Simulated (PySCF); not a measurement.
Species: C6H10ClFSi.
Atom-mapped SMILES: `[CH3:1][CH2:2]/[CH:3]=[C:4]1\[CH2:5][Si@@H:6]([F:7])[C@@H:8]1[Cl:9]`

Cartesian coordinates in Å at the GFN2-xTB level; atoms count from 1:
```
atom  x, y, z in Å
C1     2.850    0.141    0.285
C2     1.789   -0.588   -0.539
C3     0.565   -0.840    0.283
C4    -0.619   -0.293    0.073
C5    -1.057    0.693   -0.996
Si6   -2.767    0.869   -0.166
F7    -3.998    0.282   -1.033
C8    -1.880   -0.474    0.887
Cl9   -1.637   -0.127    2.631
H10    2.468    1.101    0.624
H11    3.124   -0.446    1.158
H12    3.744    0.313   -0.311
H13    1.535    0.004   -1.419
H14    2.194   -1.545   -0.878
H15    0.698   -1.501    1.131
H16   -0.424    1.577   -1.038
H17   -1.063    0.251   -1.992
H18   -3.257    2.085    0.440
H19   -2.273   -1.491    0.851
```

Definitions: NICS(0) = −σiso at the ring centroid; NICS(1) = −σiso and NICS(1)zz = −σzz at ±1 Å along the ring normal z. Level: GIAO PBE0/pcSseg-1 (PySCF, non-relativistic, gas phase) on the GFN2-xTB geometry, one conformer.

Ring bond lengths (Å), with Mayer bond orders in brackets: C4–C5 1.519 (0.99), C5–Si6 1.909 (0.91), Si6–C8 1.923 (0.82), C8–C4 1.512 (0.95).

**Question.** What do the NICS probes read (ppm)?

**Answer.** 
```
        ring                                              type  NICS(0)  NICS(1), two faces  NICS(1)zz, two faces  rms pucker (Å)  centre to ring atoms, mean (Å)
C4–C5–Si6–C8  4-membered ring with Si; formal bonds all single      2.0         -1.5 / -1.8             2.5 / 3.3            0.03                            1.21
```

**Question.** What do they say, and how far can they be read as aromaticity?

**Answer.** 
- C4–C5–Si6–C8: mean NICS(1)zz 2.9 ppm, near zero. C5, Si6, C8 have four or more neighbours, so the value isn't read as a sign of a π ring current.

**Question.** At the second NICS(1) probe listed for ring C4–C5–Si6–C8, 1 Å off the ring, how large is the induced field along the normal in 1 T applied along it?

**Answer.** NICSzz × B0 = 3.3 ppm × 1 T = 3 μT, along the applied field.

**Question.** List the ring angles and the Hirshfeld charges of the ring atoms.

**Answer.** 
- C4–C5–Si6–C8: C4 102.5° (-0.019 e), C5 90.7° (-0.168 e), Si6 76.2° (+0.463 e), C8 90.4° (-0.095 e); sum 359.7° against 360° for a flat convex ring.
